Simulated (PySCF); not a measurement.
Input of a run (PBE0-D3(BJ)/def2-SVP geometry optimisation, gas phase (PySCF 2.14.0)), started from GFN2-xTB:
```
{"job": {"xc": "PBE0", "basis": "def2-SVP", "d3": "d3bj", "grid": 1, "shake": 0.01, "kind": "geom"}, "charge": 0, "multiplicity": 1}
F      2.577040     0.406820    -0.435610
C      1.233400     0.204560    -0.217430
C      0.749950    -1.090320    -0.046430
O     -0.403810    -1.362340     0.171880
B     -1.526510    -0.263510     0.252750
O     -0.887160     1.146990     0.037490
C      0.358750     1.274530    -0.165240
H      1.487760    -1.917150    -0.087640
H     -1.966880    -0.270290     1.382490
H     -2.298190    -0.444200    -0.606710
H      0.713760     2.289080    -0.301230
```

Output (energies in Eh, forces in Eh/bohr):
```
step   0  E = -391.14708134  max force = 0.085742
step   1  E = -391.15206706  max force = 0.031784
step   2  E = -391.15452246  max force = 0.009330
step   3  E = -391.15489989  max force = 0.005540
step   4  E = -391.15492095  max force = 0.002766
step   5  E = -391.15499387  max force = 0.000670
step   6  E = -391.15501438  max force = 0.000629
step   7  E = -391.15505754  max force = 0.000875
step   8  E = -391.15513120  max force = 0.001399
step   9  E = -391.15527407  max force = 0.001810
step  10  E = -391.15550832  max force = 0.002264
step  11  E = -391.15561368  max force = 0.001908
step  12  E = -391.15603079  max force = 0.005507
step  13  E = -391.15654542  max force = 0.008316
step  14  E = -391.15691383  max force = 0.006608
step  15  E = -391.15717438  max force = 0.004838
step  16  E = -391.15730510  max force = 0.002927
step  17  E = -391.15734421  max force = 0.001473
step  18  E = -391.15735500  max force = 0.000283
optimisation converged
```

Question: Summarise the run.

Answer: The energy falls by 27.0 kJ/mol over 19 energy and gradient evaluations, the largest force component goes from 0.0857 to 2.8e-04 Eh/bohr, and the atoms move by 0.354 Å rms after alignment. The bond that changes most is C3–O4 (ends: carbon bonded to C, O and H; oxygen bonded to B and C), which lengthens by 0.063 Å. Bonds longer at the end by more than 0.005 Å: 4 of 11; shorter: 4. Among the angles that change most is C3–O4–B5, from 122.3° to 117.5°. Among the dihedrals that turn most is H10–B5–O6–C7, from -118° to -72°. The energy never rose by more than 1e-6 Eh on the way. The first step brought 49 % of the lowering.

Question: What are the final bond lengths?

Answer: F1–C2 1.334 Å, C2=C3 1.394 Å, C3–O4 1.268 Å, O4–B5 1.536 Å, B5–O6 1.537 Å, O6=C7 1.268 Å, C2–C7 1.394 Å, C3–H8 1.100 Å, B5–H9 1.208 Å, B5–H10 1.223 Å, C7–H11 1.101 Å. Numbering counts from 1 in the input's order; the species is `FC1=CO[BH2-][O+]=C1`.

The run used 118 basis functions and 135 SCF cycles in all. Time: 90 s; peak memory 0.50 GiB. Hardware: an Arm Neoverse V1 with one thread (shared host).

No PBE0-D3(BJ)/def2-SVP frequencies stand behind this structure, so it isn't proved a minimum. One conformer, not necessarily the lowest.
